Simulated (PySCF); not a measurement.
Molfile (atoms numbered from 1):
```
C6H11FO2
     RDKit          3D

 20 19  0  0  0  0  0  0  0  0999 V2000
    2.8140    0.1289    0.2693 C   0  0  0  0  0  0  0  0  0  0  0  0
    1.4428    0.3074    0.5090 O   0  0  0  0  0  0  0  0  0  0  0  0
    0.6373   -0.2637   -0.4921 C   0  0  0  0  0  0  0  0  0  0  0  0
   -0.8434   -0.0323   -0.1299 C   0  0  0  0  0  0  0  0  0  0  0  0
   -1.1620   -0.7385    1.1962 C   0  0  0  0  0  0  0  0  0  0  0  0
   -1.1385    1.4639   -0.0351 C   0  0  0  0  0  0  0  0  0  0  0  0
   -1.7020   -0.6365   -1.2048 C   0  0  0  0  0  0  0  0  0  0  0  0
   -2.5508   -0.1507   -1.8624 O   0  0  0  0  0  0  0  0  0  0  0  0
   -1.4110   -1.9637   -1.3907 F   0  0  0  0  0  0  0  0  0  0  0  0
    3.1154    0.5885   -0.6801 H   0  0  0  0  0  0  0  0  0  0  0  0
    3.3378    0.6139    1.0901 H   0  0  0  0  0  0  0  0  0  0  0  0
    3.0788   -0.9354    0.2438 H   0  0  0  0  0  0  0  0  0  0  0  0
    0.8415   -1.3425   -0.5736 H   0  0  0  0  0  0  0  0  0  0  0  0
    0.8587    0.2012   -1.4669 H   0  0  0  0  0  0  0  0  0  0  0  0
   -1.0098   -1.8118    1.1089 H   0  0  0  0  0  0  0  0  0  0  0  0
   -0.4958   -0.3509    1.9615 H   0  0  0  0  0  0  0  0  0  0  0  0
   -2.1922   -0.5510    1.4896 H   0  0  0  0  0  0  0  0  0  0  0  0
   -0.9832    1.9439   -0.9983 H   0  0  0  0  0  0  0  0  0  0  0  0
   -0.4730    1.9118    0.6964 H   0  0  0  0  0  0  0  0  0  0  0  0
   -2.1698    1.6280    0.2658 H   0  0  0  0  0  0  0  0  0  0  0  0
  1  2  1  0
  2  3  1  0
  3  4  1  0
  4  5  1  0
  4  6  1  0
  4  7  1  0
  7  8  2  0
  7  9  1  0
  1 10  1  0
  1 11  1  0
  1 12  1  0
  3 13  1  0
  3 14  1  0
  5 15  1  0
  5 16  1  0
  5 17  1  0
  6 18  1  0
  6 19  1  0
  6 20  1  0
M  END
```

All values are calculated (PySCF 2.14): GIAO PBE0/pcSseg-1 shieldings, GFN2-xTB geometry. Fast rotation and ring inversion assumed for equivalent nuclei, gas phase, no relativistic terms, one computed conformer.

Referencing at the same level of theory: ¹³C and ¹H against TMS; ¹⁷O against H2O; CFCl3 for ¹⁹F.

```json
{"atoms": "F9", "nucleus": "¹⁹F", "count": "1", "Hirshfeld charge": "-0.09", "δ (ppm)": "31.0"}
{"atoms": "H10/H11/H12", "nucleus": "¹H", "count": "3", "Hirshfeld charge": "0.04", "δ (ppm)": "3.62"}
{"atoms": "H15/H16/H17/H18/H19/H20", "nucleus": "¹H", "count": "6", "Hirshfeld charge": "0.04", "δ (ppm)": "1.37"}
{"atoms": "O8", "nucleus": "¹⁷O", "count": "1", "Hirshfeld charge": "-0.21", "δ (ppm)": "454.2"}
{"atoms": "O2", "nucleus": "¹⁷O", "count": "1", "Hirshfeld charge": "-0.12", "δ (ppm)": "19.0"}
{"atoms": "C4", "nucleus": "¹³C", "count": "1", "Hirshfeld charge": "0.01", "δ (ppm)": "?"}
{"atoms": "H13/H14", "nucleus": "¹H", "count": "2", "Hirshfeld charge": "0.03", "δ (ppm)": "3.47"}
{"atoms": "C7", "nucleus": "¹³C", "count": "1", "Hirshfeld charge": "0.25", "δ (ppm)": "?"}
{"atoms": "C1", "nucleus": "¹³C", "count": "1", "Hirshfeld charge": "-0.04", "δ (ppm)": "?"}
{"atoms": "C5/C6", "nucleus": "¹³C", "count": "2", "Hirshfeld charge": "-0.12", "δ (ppm)": "23.2"}
{"atoms": "C3", "nucleus": "¹³C", "count": "1", "Hirshfeld charge": "0.00", "δ (ppm)": "80.2"}
```

Complete the table.

Answers


- C7: 175.8 ppm, carbonyl carbon
- C1: 61.4 ppm, methyl carbon bonded to O; deshielded by the electronegative neighbour
- C4: 46.2 ppm, quaternary sp3 carbon α to a carbonyl; the adjacent C=O deshields it moderately

Shifts are as computed. Against solution values, carbons near 30 ppm lie about +3 ppm off and those near 130 ppm about +5 ppm. Of 1211 compounds with measured shifts, 218 miss one by over three times the rms of a fit or turn the order of signals round; such compounds aren't used in these exercises. Unscaled 19F shifts against computed CFCl3 carry errors that often reach 10 to 50 ppm. Unscaled 17O shifts of doubly bonded oxygen tend to come out too high, by tens of ppm or more. Experimental scales use liquid or dissolved standards, which lie at an offset from isolated H2O (liquid H2O: subtract about 36 ppm).
